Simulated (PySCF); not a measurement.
ammonia (H₃N), singlet, geometry from GFN2-xTB, with bond 2-1 at 1.25 times its length; PySCF with PBE/def2-SVP.

PySCF was given this input:
```python
from pyscf import gto, scf, dft

mol = gto.M(
    atom='''
N    -0.00088861    0.00220129    0.11002386
H     0.02006784    1.17253190   -0.37186833
H     0.81249024   -0.48875726   -0.24050098
H    -0.82214652   -0.46511757   -0.25417613
''',
    basis='def2-svp',
    verbose=5,
)

mf = dft.RKS(mol)
mf.xc = 'pbe'
mf.kernel()
mo_i, mo_e, stable_i, stable_e = mf.stability(internal=True, external=True, return_status=True, nroots=6, tol=1e-6)
print('internally stable:', stable_i, ' externally stable:', stable_e)
if not stable_e:
    umf = mf.to_uhf() if not hasattr(mf, 'xc') else mf.to_uks()
    umf.scf_summary = {}
    umf.kernel(umf.make_rdm1(mo_e, umf.mo_occ))
mf.analyze()
```

Question: Predict the main parts of the log of this PySCF run.

Answer: 
```
PySCF version 2.14.0

[INPUT] verbose = 5
[INPUT] max_memory = 4000
[INPUT] num. atoms = 4
[INPUT] num. electrons = 10
[INPUT] charge = 0
[INPUT] spin (= nelec alpha-beta = 2S) = 0
[INPUT] symmetry False subgroup None
[INPUT] Mole.unit = angstrom
[INPUT] Symbol           X                Y                Z      unit          X                Y                Z       unit  Magmom
[...]
[INPUT] ---------------- BASIS SET ----------------
[INPUT] l, kappa, [nprim/nctr], expnt,             c_1 c_2 ...
[INPUT] H
[...]
                                1.9622572         0.13796524
                                0.44453796        0.47831935
[...]
[INPUT] N
[...]
                                257.64812677      -0.040221581118
                                58.458245853      -0.1793114499
                                16.198367905      -0.46376317823
                                5.0052600809      -0.44171422662
[...]
                                2.9257372874      -0.21807045028
                                0.79927750754     -0.51294466049
[...]
nuclear repulsion = 11.1393710414618
number of shells = 15
number of NR pGTOs = 45
number of NR cGTOs = 29
basis = def2-svp
ecp = {}

******** <class 'pyscf.dft.rks.RKS'> ********
method = RKS
initial guess = minao
damping factor = 0
level_shift factor = 0
DIIS = <class 'pyscf.scf.diis.CDIIS'>
diis_start_cycle = 1
diis_space = 8
diis_damp = 0
SCF conv_tol = 1e-09
SCF conv_tol_grad = None
SCF max_cycles = 50
direct_scf = True
direct_scf_tol = 1e-13
XC library pyscf.dft.libxc version 7.1.2
    S. Lehtola, C. Steigemann, M. J. T. Oliveira, and M. A. L. Marques,  SoftwareX 7, 1–5 (2018)
XC functionals = pbe
    J. P. Perdew, K. Burke, and M. Ernzerhof,  Phys. Rev. Lett. 77, 3865 (1996)
    J. P. Perdew, K. Burke, and M. Ernzerhof,  Phys. Rev. Lett. 78, 1396 (1997)
    J. P. Perdew, K. Burke, and M. Ernzerhof,  Phys. Rev. Lett. 77, 3865 (1996)
    J. P. Perdew, K. Burke, and M. Ernzerhof,  Phys. Rev. Lett. 78, 1396 (1997)
radial grids:
    Treutler-Ahlrichs [JCP 102, 346 (1995); DOI:10.1063/1.469408] (M4) radial grids

becke partition: Becke, JCP 88, 2547 (1988); DOI:10.1063/1.454033
pruning grids: <function nwchem_prune>
grids dens level: 3
symmetrized grids: False
atomic radii adjust function: <function treutler_atomic_radii_adjust>
small_rho_cutoff = 0
Set gradient conv threshold to 3.16228e-05
Initial guess from minao.
[...]
converged SCF energy = -56.4042879174886
<class 'pyscf.dft.rks.RKS'> wavefunction is stable in the internal stability analysis
<class 'pyscf.dft.rks.RKS'> wavefunction is stable in the real -> complex stability analysis
<class 'pyscf.dft.rks.RKS'> wavefunction is stable in the RHF/RKS -> UHF/UKS stability analysis
internally stable: True  externally stable: True
Total Energy =                         -56.404287917488574
[...]
2 H 2px         -0.38757  -0.24540  -0.41820   0.40162   0.03762
2 H 2py         -0.24380  -0.10526   0.33301  -0.33365   0.17571
2 H 2pz         -0.37040   0.38167   0.25298   0.11201  -0.21088
3 H 1s           0.01288   0.00559  -0.01907  -0.02054   0.00345
3 H 2s          -0.05139   0.06007  -0.06238   0.02457   0.00193
3 H 2px         -0.38650   0.23583  -0.42337  -0.41292   0.02899
3 H 2py          0.25499  -0.11222  -0.32084  -0.32187  -0.17667
3 H 2pz          0.36392   0.38569  -0.26002   0.10520   0.21143
               #26       #27       #28       #29
0 N 1s           0.00182   0.00172   0.00193   0.00000
0 N 2s           0.03046   0.02219   0.02766  -0.00000
0 N 3s           0.09536   0.07519   0.04945  -0.00000
0 N 2px         -0.00010  -0.00015   0.00037  -0.04029
0 N 2py          0.00576   0.00136   0.03344   0.00058
0 N 2pz          0.02199   0.02008   0.01300  -0.00034
0 N 3px         -0.00056   0.00129  -0.00148   0.11148
0 N 3py         -0.04213   0.10172  -0.10518  -0.00161
0 N 3pz         -0.00557   0.02178  -0.00445   0.00093
0 N 3dxy         0.01384  -0.00083  -0.02216  -0.63577
0 N 3dyz         0.36727  -0.56579   0.47825   0.00228
0 N 3dz^2       -0.43765  -0.57577  -0.19652  -0.00761
0 N 3dxz         0.00676   0.00177   0.01502  -0.52540
0 N 3dx2-y2     -0.58456   0.19225   0.62755  -0.01400
1 H 1s          -0.01044  -0.01294   0.02093   0.00000
1 H 2s           0.02278   0.03272  -0.01491  -0.00000
1 H 2px          0.00402   0.00516  -0.00473  -0.03106
1 H 2py          0.16003   0.28612  -0.26141   0.00045
1 H 2pz         -0.20435  -0.12245   0.11303  -0.00026
2 H 1s          -0.01554  -0.01155  -0.03044  -0.04138
2 H 2s           0.04516   0.03142   0.08446   0.09054
2 H 2px          0.32715  -0.00281   0.26017   0.30168
2 H 2py          0.10538  -0.20316  -0.17168  -0.18937
2 H 2pz         -0.07225  -0.23570  -0.12308  -0.12432
3 H 1s          -0.01554  -0.01155  -0.03044   0.04138
3 H 2s           0.04516   0.03142   0.08446  -0.09054
3 H 2px         -0.32271   0.00088  -0.26293   0.30491
3 H 2py          0.11478  -0.20321  -0.16412   0.18060
3 H 2pz         -0.07769  -0.23567  -0.12746   0.12939
 ** Mulliken pop on meta-lowdin orthogonal AOs  **
 ** Mulliken pop  **
[...]
 ** Mulliken atomic charges  **
charge of    0N =     -0.53881
charge of    1H =      0.14509
charge of    2H =      0.19686
charge of    3H =      0.19686
Dipole moment(X, Y, Z, Debye):  0.01226, -0.08252, -1.60803
```
